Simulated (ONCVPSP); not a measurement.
# PBE ONCV dataset for Ge, scalar-relativistic all-electron reference.

ONCVPSP 4.0.1 was run on this input:

```
# ATOM AND REFERENCE CONFIGURATION
# atsym  z   nc   nv     iexc    psfile
  Ge 32.00    6    2        4      upf
#
#   n    l    f
    1    0    2.00
    2    0    2.00
    2    1    6.00
    3    0    2.00
    3    1    6.00
    3    2   10.00
    4    0    1.50
    4    1    2.50
#
# PSEUDOPOTENTIAL AND OPTIMIZATION
# lmax
    1
#
#   l,   rc,      ep,       ncon, nbas, qcut
    0    1.85    0.00    4    7    3.70
    1    2.40    0.00    4    8    4.10
#
# LOCAL POTENTIAL
# lloc, lpopt,  rc(5),   dvloc0
    4    3    1.20    0.00
#
# VANDERBILT-KLEINMAN-BYLANDER PROJECTORs
# l, nproj, debl
    0    1    3.70
    1    3    2.80
#
# MODEL CORE CHARGE
# icmod, fcfact, rcfact
    3    2.00    1.20
#
# LOG DERIVATIVE ANALYSIS
# epsh1, epsh2, depsh
   -2.00    5.00    0.02
#
# OUTPUT GRID
# rlmax, drl
    6.00    0.01
#
# TEST CONFIGURATIONS
# ncnf
    4
# nvcnf
#   n    l    f
    2
    4    0    2.00
    4    1    2.00
#
    2
    4    0    2.00
    4    1    1.00
#
    2
    4    0    2.00
    4    1    0.00
#
    2
    4    0    1.00
    4    1    0.00
#
```

Command:

```bash
oncvpsp.x < Ge.dat > Ge.out
```

The program printed (shortened: citation, most of the input echo, consistency checks and plot data are left out):

```
ONCVPSP  (Optimized Norm-Conservinng Vanderbilt PSeudopotential)
scalar-relativistic version 4.0.1

#   n    l    f        energy (Ha)
    1    0    2.00    -4.0284967E+02
    2    0    2.00    -5.0445083E+01
    2    1    6.00    -4.4084417E+01
    3    0    2.00    -6.2255110E+00
    3    1    6.00    -4.2824679E+00
    3    2   10.00    -1.1097409E+00
    4    0    1.50    -4.4920569E-01
    4    1    2.50    -1.5613843E-01

Reference configufation results
  iterations    27
  all-electron total energy (Ha)   -2.09868789D+03

Begin loop to  construct optimized pseudo wave functions
and semi-local pseudopoentials for all angular momenta

Calculating optimized projector #   1

 for l=   0

    Fraction of norm inside rc  0.425448
    Optimizing pswf for qcut=   3.71 a_B^-1,  ecut=   6.88 Ha
    Residual kinetic energy error=  2.71D-03 Ha

    Energy error per electron        Cutoff
         Ha          eV             Ha
         0.01000     0.27211        5.22
         0.00100     0.02721       12.87
         0.00010     0.00272       31.80
         0.00001     0.00027       37.96

   Wellstate for l =  1  n =  7
     eigenvalue =   2.6439
     asymptotic potential =   3.1439
     half-point radius =  4.8755

   Wellstate for l =  1  n =  8
     eigenvalue =   5.4439
     asymptotic potential =   5.9439
     half-point radius =  4.2307

Calculating optimized projector #   1

 for l=   1

    Fraction of norm inside rc  0.420664
    Optimizing pswf for qcut=   4.10 a_B^-1,  ecut=   8.41 Ha
    Residual kinetic energy error=  2.50D-05 Ha

    Energy error per electron        Cutoff
         Ha          eV             Ha
         0.01000     0.27211        1.83
         0.00100     0.02721        2.91
         0.00010     0.00272        6.89
         0.00001     0.00027       14.91

Calculating optimized projector #   2

 for l=   1

    Fraction of norm inside rc  0.137025
    Optimizing pswf for qcut=   4.10 a_B^-1,  ecut=   8.41 Ha
    Residual kinetic energy error=  9.62D-04 Ha

    Energy error per electron        Cutoff
         Ha          eV             Ha
         0.01000     0.27211        5.69
         0.00100     0.02721        8.60
         0.00010     0.00272       30.22
         0.00001     0.00027       45.65

Calculating optimized projector #   3

 for l=   1

    Fraction of norm inside rc  0.125296
    Optimizing pswf for qcut=   4.10 a_B^-1,  ecut=   8.41 Ha
    Residual kinetic energy error=  5.04D-02 Ha

    Energy error per electron        Cutoff
         Ha          eV             Ha
         0.01000     0.27211       10.92
         0.00100     0.02721       19.90
         0.00010     0.00272       49.52
         0.00001     0.00027       56.89

Construct Vanderbilt / Kleinmman-Bylander projectors

B matrix Hermiticity error, ll=   1
   1   2    8.4250E-05
   1   3   -8.4687E-05
   2   3    1.4329E-04

  Orthonormal projector coefficients  6.2855E+00  1.9904E+00  4.0200E-01

Model core correction analysis
  based on d2Exc/dn_idn_j

d2excae - all-electron derivatives

   -3.245291D-02   -2.487480D-02
   -2.487372D-02   -2.613478D-02

d2excps - pseudofunction derivatives with no core correction

   -4.344863D-02   -2.917581D-02
   -2.918115D-02   -2.762520D-02

rms 2nd derivative error    6.328107E-03

rmatch, rhocmatch    1.5386    0.6260

Teter function model core charge with specified parameters

d2excps - pseudofunction derivatives with core correction

   -3.867434D-02   -2.721681D-02
   -2.721942D-02   -2.695349D-02

rms 2nd derivative error    3.548373E-03

Pseudoatom total energy   -3.656975

Diagnostic tests using Vanderbilt-Kleinman-Bylander pseudopotentials
  1 or more projectors used as specified by nproj input data

   l    rcore       rmatch      e in        delta e   norm test  slope test

   0   1.8521509   1.9083862  -0.4492057  -0.0000024   0.9999995   1.0000172

   1   2.4098362   2.4830040  -0.1561384  -0.0000004   1.0000191   1.0000289
   1   2.4098362   2.4830040   2.6438616   0.0000389   1.0001500   1.0001500
   1   2.4098362   2.4830040   5.4438616   0.0000078   1.0003333   1.0003333

 Testing for bound ghosts
   n   l    E NL Schr. Eq   E Basis Diag.   E Cutoff

   1   0       -0.449208       -0.446321     36.50

   2   1       -0.156139       -0.152660     67.82

 Testing for highly-localized positive-energy ghosts
       l    <radius>/rc     E Basis Diag.   E Cutoff

       0        0.729484        0.471056     36.50  WARNING - GHOST(+)

       1        0.971214        9.838735     67.82  WARNING - GHOST(+)

Test configuration 0

   n   l     f        eae           eps        diff
   1   0  2.0000 -402.84967293
   2   0  2.0000  -50.44508303
   2   1  6.0000  -44.08441713
   3   0  2.0000   -6.22551101
   3   1  6.0000   -4.28246790
   3   2 10.0000   -1.10974092
   4   0  1.5000   -0.44920569   -0.44920808   -2.39D-06
   4   1  2.5000   -0.15613843   -0.15613880   -3.71D-07

    Total energies and differences
      AE_ref= -2.09868789D+03  AE_tst= -2.09868789D+03  dif=  0.00D+00
      PS_ref= -3.65697511D+00  PS_tst= -3.65697511D+00  dif= -1.38D-14
      PSP excitation error=  1.38D-14

Test configuration 1

   n   l     f        eae           eps        diff
   1   0  2.0000 -402.81570560
   2   0  2.0000  -50.41248757
   2   1  6.0000  -44.05181077
   3   0  2.0000   -6.19192659
   3   1  6.0000   -4.24897334
   3   2 10.0000   -1.07715362
   4   0  2.0000   -0.43112376   -0.43124135   -1.18D-04
   4   1  2.0000   -0.14315416   -0.14305580    9.84D-05

    Total energies and differences
      AE_ref= -2.09868789D+03  AE_tst= -2.09883316D+03  dif= -1.45D-01
      PS_ref= -3.65697511D+00  PS_tst= -3.80230617D+00  dif= -1.45D-01
      PSP excitation error=  6.81D-05

Test configuration 2

   n   l     f        eae           eps        diff
   1   0  2.0000 -403.15060002
   2   0  2.0000  -50.74465659
   2   1  6.0000  -44.38432619
   3   0  2.0000   -6.52362329
   3   1  6.0000   -4.58069972
   3   2 10.0000   -1.40818962
   4   0  2.0000   -0.72980429   -0.73028936   -4.85D-04
   4   1  1.0000   -0.41315242   -0.41301701    1.35D-04

    Total energies and differences
      AE_ref= -2.09868789D+03  AE_tst= -2.09855959D+03  dif=  1.28D-01
      PS_ref= -3.65697511D+00  PS_tst= -3.52882101D+00  dif=  1.28D-01
      PSP excitation error=  1.53D-04

Test configuration 3

   n   l     f        eae           eps        diff
   1   0  2.0000 -403.55957955
   2   0  2.0000  -51.14734444
   2   1  6.0000  -44.78776752
   3   0  2.0000   -6.92516083
   3   1  6.0000   -4.98220147
   3   2 10.0000   -1.80786425
   4   0  2.0000   -1.07491036   -1.07534958   -4.39D-04

    Total energies and differences
      AE_ref= -2.09868789D+03  AE_tst= -2.09799220D+03  dif=  6.96D-01
      PS_ref= -3.65697511D+00  PS_tst= -2.96177136D+00  dif=  6.95D-01
      PSP excitation error=  4.87D-04

Test configuration 4

   n   l     f        eae           eps        diff
   1   0  2.0000 -404.08879965
   2   0  2.0000  -51.66384468
   2   1  6.0000  -45.30535013
   3   0  2.0000   -7.44173834
   3   1  6.0000   -5.49827965
   3   2 10.0000   -2.31871468
   4   0  1.0000   -1.48670540   -1.48146389    5.24D-03

    Total energies and differences
      AE_ref= -2.09868789D+03  AE_tst= -2.09671363D+03  dif=  1.97D+00
      PS_ref= -3.65697511D+00  PS_tst= -1.68440339D+00  dif=  1.97D+00
      PSP excitation error=  1.69D-03
```

The run took about 3.5 s on one core of a shared server CPU.
